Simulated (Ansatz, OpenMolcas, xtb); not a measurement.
**The dipole moment down a group: C to Sn**

One atom is swapped for its congeners: SeH(CH3); SiH3(SeH); SnH3(SeH). The Ge member is missing. All are singlets with charge 0.

Shapes, held fixed at every level: PBE0-D4/def2-TZVP. Programs: Ansatz 0.2.0, OpenMolcas 26.06, xtb 6.7.1. A level may come from different programs for different species; with the same settings they agree closely. Values in D.

```csv
level,SeH(CH3),SiH3(SeH),SnH3(SeH)
GFN0-xTB,1.82,1.67,1.02
HF/def2-SVP,1.51,1.18,1.60
PBE-D4/def2-TZVPP,1.39,0.79,1.19
r2SCAN-D4/def2-TZVPP,1.49,0.88,1.31
PBE0/def2-SVP,1.41,1.00,1.38
B3LYP-D4/def2-TZVPP,1.40,0.85,1.25
wB97M-V/def2-TZVPP,1.39,0.89,1.34
```

At wB97M-V/def2-TZVPP the dipole moment isn't monotonic: it is largest for C and smallest for Si (1.39 and 0.89 D). 5 of 7 levels show this order throughout; 5 agree on the largest and the smallest. For atoms past krypton def2 sets carry core potentials with scalar relativity. Relativity is left out for Se unless named. Magnitudes only: a dipole under 1 D may point either way.
